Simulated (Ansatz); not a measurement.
Geometry optimisation, RKS PBE0/def2-mTZVP in Ansatz.

Input file:

```yaml
crystal:
  periodic: [false, false, false]
  atoms:
    - { symbol: "N", position_ang: [-0.63087, -1.072, 0.07211] }
    - { symbol: Si, position_ang: [0.26076, 0.26329, 0.01983] }
    - { symbol: Br, position_ang: [2.29308, -0.07688, 0.82239] }
    - { symbol: H, position_ang: [-0.33391, -1.97, 0.4191] }
    - { symbol: H, position_ang: [0.25625, 1.66145, -0.36163] }
basis:
  gaussian: { orbitals: def2-mTZVP }
hamiltonian:
  xc: pbe0
relax:
  f_tol: 0.015
  max_steps: 40
```

Launched with:

```bash
$ ansatz run input.yaml --threads 1 --pin off --max-ram 2048MiB --backend cpu --events-out ev --progress --plain --runs-dir out
```

Question: Where does it end, and by what steps?

Answer: It converged. After 6 steps the energy has fallen by 0.465 eV; Br3 moved furthest, 0.30 Å.

```json
{"step": "0", "energy less start (eV)": "0.0000", "largest force component (eV/Å)": "2.541", "accepted": "yes"}
{"step": "1", "energy less start (eV)": "-0.3623", "largest force component (eV/Å)": "0.957", "accepted": "yes"}
{"step": "2", "energy less start (eV)": "-0.4499", "largest force component (eV/Å)": "0.409", "accepted": "yes"}
{"step": "3", "energy less start (eV)": "-0.4459", "largest force component (eV/Å)": "0.580", "accepted": "no"}
{"step": "4", "energy less start (eV)": "-0.4618", "largest force component (eV/Å)": "0.289", "accepted": "yes"}
{"step": "5", "energy less start (eV)": "-0.4649", "largest force component (eV/Å)": "0.031", "accepted": "yes"}
{"step": "6", "energy less start (eV)": "-0.4651", "largest force component (eV/Å)": "0.006", "accepted": "yes"}
```

```xyz
5
Properties=species:S:1:pos:R:3
N -0.665 -0.990 0.037
Si 0.438 0.143 0.115
Br 2.525 0.111 0.853
H -0.574 -1.954 0.331
H 0.122 1.495 -0.363
```

Time of the run: 24 s on 1 thread of Arm Neoverse V1, on a shared host, peak memory 0.16 GiB.
